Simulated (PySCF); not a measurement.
**`N#C[BH2-][PH+]1C=CC=C1`, C₅H₇BNP**

Cartesian coordinates in Å; atom numbers follow the order of the lines, from 1:
```xyz
15

N     1.614    1.902   -1.433
C     1.855    1.003   -0.760
B     2.139   -0.213    0.160
P     0.319   -0.740    0.564
C    -0.781    0.517    1.215
C    -1.765    0.757    0.329
C    -1.761   -0.116   -0.823
C    -0.773   -1.029   -0.828
H     2.643    0.090    1.193
H     2.638   -1.129   -0.411
H     0.088   -1.835    1.390
H    -0.607    1.061    2.127
H    -2.516    1.522    0.447
H    -2.509   -0.025   -1.594
H    -0.590   -1.756   -1.599
```

Theory: GIAO B3LYP/MINI magnetisability, non-relativistic, IEF-PCM tetrahydrofuran (PySCF 2.14.0). Geometry: GFN2-xTB.

(1) What are the magnetisability and the molar susceptibility?

(2) Split it along the inertial axes a, b, c into diamagnetic and paramagnetic parts about the centre of mass, with the quadrupole moment.

Answers

(1) Isotropic -1474 × 10⁻³⁰ J/T², or -88.8 × 10⁻⁶ cm³/mol; principal values -1848, -1351, -1223 × 10⁻³⁰ J/T², anisotropy 572 × 10⁻³⁰ J/T² (root of half the summed squared differences of the principal values). The susceptibility is in cgs units.

(2) 
| axis | χ (10⁻⁶ cm³/mol) | diamagnetic (10⁻⁶ cm³/mol) | paramagnetic (10⁻⁶ cm³/mol) | summed x² of all electrons (Å²) | quadrupole Θ (D Å) |
| --- | --- | --- | --- | --- | --- |
| a | -98.0 | -578.4 | 480.4 | 155.4 | -11.83 |
| b | -94.6 | -890.7 | 796.1 | 81.8 | +0.36 |
| c | -73.6 | -1006.3 | 932.7 | 54.5 | +11.47 |

Anisotropies 2χaa − χbb − χcc = -27.8 and 2χbb − χaa − χcc = -17.6 × 10⁻⁶ cm³/mol. Θ is traceless in Buckingham's convention.
